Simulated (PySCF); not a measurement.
Constitutional and geometric isomers with formula CH3BSi. All species are isolated molecules in the gas phase. Strings in code marks are SMILES.

The HOMO from two functionals at the same geometries (B3LYP-D3(BJ)/def2-TZVP), both in PySCF: PBE-D3(BJ)/def2-TZVP and B3LYP-D3(BJ)/def2-TZVP. B3LYP has the VWN-RPA correlation part, as in Gaussian. 

```
species        B3LYP-D3(BJ)/def2-TZVP (eV)
-------------  ---------------------------
`[SiH2]1C=B1`                        -6.96
`B1C=[SiH]1`                         -6.88
`B=C=[SiH2]`                         -6.40
```

### Question
What does PBE-D3(BJ)/def2-TZVP give for each?

### Answer

- `[SiH2]1C=B1`: -6.13
- `B1C=[SiH]1`: -6.02
- `B=C=[SiH2]`: -5.61
Over these rows, drawn at random from the members with no instability flagged (it was tested for open shells, ions and some series alone), PBE minus B3LYP-D3(BJ): mean +0.83 eV, from +0.80 eV to +0.87 eV.
